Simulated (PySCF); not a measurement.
# GeCl: one state, many levels of theory

State: ²Π (doublet), unpaired electrons π ↑. Set-up: PySCF, no relativity, basis sets Ge aug-pcseg-1, Cl aug-pcseg-1. De refers to Ge + Cl in their high-spin ground configurations, without counterpoise correction. The functionals are run spin-unrestricted. A positive dipole means Ge(−)Cl(+).

```csv
Level,Re (Å),ωe (cm⁻¹),De (eV),μ (D)
UHF,2.217,386,2.62,-2.21
UHF-MP2,2.219,386,3.78,n/a
UHF-SCS-MP2,2.225,381,3.66,n/a
UHF-CCSD,2.225,382,3.52,n/a
UHF-CCSD(T),2.229,379,3.63,n/a
PBE,2.223,379,4.19,-1.72
revPBE,2.235,372,3.99,-1.79
r²SCAN,2.202,393,4.12,-1.63
M06-L,2.212,385,4.31,-1.77
B3LYP,2.226,377,3.94,-1.95
PBE0,2.202,393,4.01,-1.80
```

Problem. Which functional lies closest to UHF-CCSD(T) in De, which farthest, and by how much do they differ from it?

Solution. Closest is B3LYP (-0.3 pm in Re, -0.5 % in ωe, +0.31 eV in De against UHF-CCSD(T) in the same basis), farthest M06-L (-1.7 pm in Re, +1.6 % in ωe, +0.68 eV in De). CCSD(T) converges more slowly with the basis than the functionals do and binds too weakly in this one, so the order can change at the basis-set limit.

Problem. What does a quarter of exact exchange do here, going from PBE to PBE0?

Solution. PBE0 less PBE: -2.1 pm in Re, +3.7 % in ωe, -0.18 eV in De. Exact exchange removes part of the self-interaction that spreads semilocal densities, and in most molecules shortens and stiffens the bond and lowers De; so it does here.

Problem. What does the step from GGA to meta-GGA do here, going from PBE to r²SCAN?

Solution. r²SCAN less PBE: -2.1 pm in Re, +3.7 % in ωe, -0.07 eV in De. 

Correlated steps freeze 14 core orbitals. Correlated levels converge slowly with the basis: in double zeta they bind strong bonds too weakly, by up to about 1 eV, and carry superposition errors of some tenths. Spin–orbit coupling is left out. The state is the lowest determinant that a PBE0 search found; another state may lie lower at other levels.

The whole job (state search and all levels along the bond) took about 6.3 min on 1 thread of Arm Neoverse N1 (shared host), peak memory 0.79 GiB.
